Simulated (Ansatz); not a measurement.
System: HGeOF, charge 0, singlet. HGeOF (SMILES [OH][Ge][F]).
B3LYP-D3(BJ)/def2-TZVP minimum from Ansatz (a quantum-chemistry and plane-wave program):
```xyz
4

Ge     0.0917    -0.0482     0.4117
F      0.2695     1.3705    -0.6176
O     -0.5725    -1.0995    -0.8782
H     -0.7799    -1.9972    -0.5923
```
Charge 0, spin multiplicity 1.

Total energies in cc-pVTZ, 18 correlated electrons, 16 frozen orbitals. UHF or UKS for unpaired electrons; spin-orbit terms are left out. Correlated methods leave the cores frozen (noble-gas shells, and filled d and f shells in the p block). No relativity.

```tsv
method	program	energy (Eh)	minus CCSDT(Q) (mEh)
HF	Ansatz	-2250.42340	624.31
MP2	Ansatz	-2251.01955	28.15
CCSD	Ansatz	-2251.02464	23.06
CCSD(T)	Ansatz	-2251.04618	1.53
CCSDT(Q)	Ansatz	-2251.04771	0.00
```

Rough core times of Ansatz's runs on a shared machine: CCSD(T) under 20 s, CCSDT(Q) 30 min.
